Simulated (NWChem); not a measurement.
System: C3H10Si; SMILES CC(C)[SiH3]

Excerpt of the output:

```
             Northwest Computational Chemistry Package (NWChem) 7.3.0
             --------------------------------------------------------

 CS  symmetry detected

                             Geometry "geometry" -> ""
                             -------------------------

 Output coordinates in angstroms (scale by  1.889725989 to convert to a.u.)

  No.       Tag          Charge          X              Y              Z
 ---- ---------------- ---------- -------------- -------------- --------------
    1 Si                  14.0000    -0.03748914     1.38775617     0.00000000
    2 C                    6.0000     0.39215963    -0.46034978     0.00000000
    3 C                    6.0000    -0.11271778    -1.15177944    -1.26649600
    4 C                    6.0000    -0.11271778    -1.15177944     1.26649600
    5 H                    1.0000     0.52198530     2.05962534    -1.21548500
    6 H                    1.0000     0.52198530     2.05962534     1.21548500
    7 H                    1.0000    -1.52409148     1.57644821     0.00000000
    8 H                    1.0000     1.49795138    -0.49942354     0.00000000
    9 H                    1.0000     0.18603994    -2.21364589    -1.28380600
   10 H                    1.0000    -1.21360373    -1.12386582    -1.32733300
   11 H                    1.0000     0.28090028    -0.68319316    -2.18223900
   12 H                    1.0000     0.28090028    -0.68319316     2.18223900
   13 H                    1.0000     0.18603994    -2.21364589     1.28380600
   14 H                    1.0000    -1.21360373    -1.12386582     1.32733300

 Effective nuclear repulsion energy (a.u.)     173.6389430059

      Symmetry information
      --------------------

 Group name             Cs
 Group number              2
 Group order               2
 No. of unique centers     9

                                 NWChem DFT Module
                                 -----------------

 Summary of "ao basis" -> "ao basis" (spherical)
 ------------------------------------------------------------------------------
       Tag                 Description            Shells   Functions and Types
 ---------------- ------------------------------  ------  ---------------------
 Si                          6-31g*                  8       18   4s3p1d
 C                           6-31g*                  6       14   3s2p1d
 H                           6-31g*                  2        2   2s

      Symmetry analysis of basis
      --------------------------

        a'         49
        a"         31

            General Information
            -------------------
          SCF calculation type: DFT
          Wavefunction type:  closed shell.
          No. of atoms     :    14
          No. of electrons :    42
           Alpha electrons :    21
            Beta electrons :    21
          Charge           :     0
          Spin multiplicity:     1
          Use of symmetry is: on ; symmetry adaption is: on
          Maximum number of iterations: 150
          AO basis - number of functions:    80
                     number of shells:    46
          Convergence on energy requested:  1.00D-06
          Convergence on density requested:  1.00D-05
          Convergence on gradient requested:  5.00D-04

              XC Information
              --------------
                         B3LYP Method XC Potential
                     Hartree-Fock (Exact) Exchange  0.200
                        Slater Exchange Functional  0.800 local
                    Becke 1988 Exchange Functional  0.720 non-local
              Lee-Yang-Parr Correlation Functional  0.810
                  VWN I RPA Correlation Functional  0.190 local

             Grid Information
             ----------------
          Grid used for XC integration:  medium
          Radial quadrature: Mura-Knowles
          Angular quadrature: Lebedev.
          Tag              B.-S. Rad. Rad. Pts. Rad. Cut. Ang. Pts.
          ---              ---------- --------- --------- ---------
          Si                  1.10       88          10.0       590
          C                   0.70       49          10.0       434
          H                   0.35       45          12.0       434
          Grid pruning is: on
          Number of quadrature shells:   456
          Spatial weights used:  Erf1

      Superposition of Atomic Density Guess
      -------------------------------------

 Sum of atomic energies:        -406.78039536

      Non-variational initial energy
      ------------------------------

 Total energy =    -409.242752
 1-e energy   =    -901.605644
 2-e energy   =     318.723949
 HOMO         =      -0.318683
 LUMO         =       0.079175

      Symmetry analysis of molecular orbitals - initial
      -------------------------------------------------

  Numbering of irreducible representations:

     1 a'          2 a"

  Orbital symmetries:

     1 a'          2 a'          3 a"          4 a'          5 a'
     6 a'          7 a"          8 a'          9 a'         10 a"
    11 a'         12 a'         13 a'         14 a'         15 a"
    16 a"         17 a'         18 a"         19 a"         20 a'
    21 a'         22 a'         23 a'         24 a"         25 a'
    26 a'         27 a'         28 a'         29 a"         30 a"
    31 a'

     ---------------------------------------------
      Total Density - Mulliken Population Analysis
     ---------------------------------------------

    Atom       Charge   Shell Charges
 -----------   ------   -------------------------------------------------------
    1 Si  14    13.62   2.00  2.00  5.97  0.99  1.70  0.32  0.53  0.12
    2 C    6     6.46   2.00  0.70  1.94  0.64  1.13  0.04
    3 C    6     6.66   2.00  0.71  2.02  0.68  1.22  0.03
    4 C    6     6.66   2.00  0.71  2.02  0.68  1.22  0.03
    5 H    1     1.06   0.47  0.59
    6 H    1     1.06   0.47  0.59
    7 H    1     1.06   0.47  0.59
    8 H    1     0.77   0.46  0.30
    9 H    1     0.78   0.47  0.31
   10 H    1     0.78   0.47  0.31
   11 H    1     0.77   0.47  0.30
   12 H    1     0.77   0.47  0.30
   13 H    1     0.78   0.47  0.31
   14 H    1     0.78   0.47  0.31

   convergence    iter        energy       DeltaE   RMS-Dens  Diis-err
 ---------------- ----- ----------------- --------- --------- ---------
 d= 0,ls=0.0,diis     1   -409.7912472547 -5.83D+02  6.66D-03  2.82D-01
 d= 0,ls=0.0,diis     2   -409.8272410785 -3.60D-02  1.53D-03  5.28D-03
 d= 0,ls=0.0,diis     3   -409.8278642797 -6.23D-04  6.21D-04  2.42D-03
 d= 0,ls=0.0,diis     4   -409.8282176532 -3.53D-04  1.28D-04  1.65D-04
 d= 0,ls=0.0,diis     5   -409.8282384756 -2.08D-05  4.24D-05  1.17D-05
  Resetting Diis
 d= 0,ls=0.0,diis     6   -409.8282400931 -1.62D-06  9.91D-06  7.26D-07
 d= 0,ls=0.0,diis     7   -409.8282401874 -9.44D-08  4.51D-06  8.11D-08

         Total DFT energy =     -409.828240187425
      One electron energy =     -905.968569233756
           Coulomb energy =      363.476510220906
    Exchange-Corr. energy =      -40.975124180445
 Nuclear repulsion energy =      173.638943005870

 Numeric. integr. density =       42.000000039649

                  Occupations of the irreducible representations
                  ----------------------------------------------

                     irrep           alpha         beta
                     --------     --------     --------
                     a'               14.0         14.0
                     a"                7.0          7.0

                       DFT Final Molecular Orbital Analysis
                       ------------------------------------

 Vector   19  Occ=2.000000D+00  E=-3.320134D-01  Symmetry=a"
              MO Center=  3.0D-01,  1.2D+00, -1.0D-14, r^2= 3.6D+00
   Bfn.  Coefficient  Atom+Function         Bfn.  Coefficient  Atom+Function
  ----- ------------  ---------------      ----- ------------  ---------------
     9      0.336431   1 Si pz               62     -0.253319   5 H  s
    64      0.253319   6 H  s                61     -0.219769   5 H  s
    63      0.219769   6 H  s                23     -0.192596   2 C  pz
     5     -0.141084   1 Si pz               37      0.139608   3 C  pz
    51      0.139608   4 C  pz               27     -0.092818   2 C  pz

 Vector   20  Occ=2.000000D+00  E=-3.286516D-01  Symmetry=a'
              MO Center= -2.3D-01,  6.8D-01,  5.3D-16, r^2= 4.0D+00
   Bfn.  Coefficient  Atom+Function         Bfn.  Coefficient  Atom+Function
  ----- ------------  ---------------      ----- ------------  ---------------
     7      0.273497   1 Si px               66     -0.263386   7 H  s
    21     -0.224139   2 C  px               65     -0.218183   7 H  s
    68     -0.168383   8 H  s                67     -0.160928   8 H  s
    62      0.142870   5 H  s                64      0.142870   6 H  s
    61      0.118282   5 H  s                63      0.118282   6 H  s

 Vector   21  Occ=2.000000D+00  E=-2.852023D-01  Symmetry=a'
              MO Center=  1.6D-01, -1.7D-01, -1.1D-15, r^2= 3.3D+00
   Bfn.  Coefficient  Atom+Function         Bfn.  Coefficient  Atom+Function
  ----- ------------  ---------------      ----- ------------  ---------------
    22     -0.361345   2 C  py                8      0.350237   1 Si py
    26     -0.205414   2 C  py               70     -0.167372   9 H  s
    78     -0.167372  13 H  s                36      0.150816   3 C  py
    50      0.150816   4 C  py                4     -0.143445   1 Si py
    21      0.141970   2 C  px                6     -0.138945   1 Si s

[...]
```

Level: B3LYP/6-31G* (spherical d). Coordinates come from a PBE0/def2-SVP optimisation. Not confirmed as a minimum by frequencies.

Problem. Reconstruct the input file.

Solution. This is not unique; one that fits is the input that was run:
```
start job
memory heap 200 mb stack 900 mb global 1100 mb
geometry units angstroms noautoz
  Si    -0.026544    -1.379836     0.000000
  C      0.391387     0.470955     0.000000
  C     -0.117861     1.159172    -1.266496
  C     -0.117861     1.159172     1.266496
  H      0.537176    -2.048147    -1.215485
  H      0.537176    -2.048147     1.215485
  H     -1.511921    -1.577943     0.000000
  H      1.496909     0.517034     0.000000
  H      0.174163     2.222910    -1.283806
  H     -1.218548     1.124284    -1.327333
  H      0.278718     0.693089    -2.182239
  H      0.278718     0.693089     2.182239
  H      0.174163     2.222910     1.283806
  H     -1.218548     1.124284     1.327333
end
basis spherical
  * library 6-31g*
end
dft
  xc b3lyp
  iterations 150
  mulliken
end
task dft energy
```
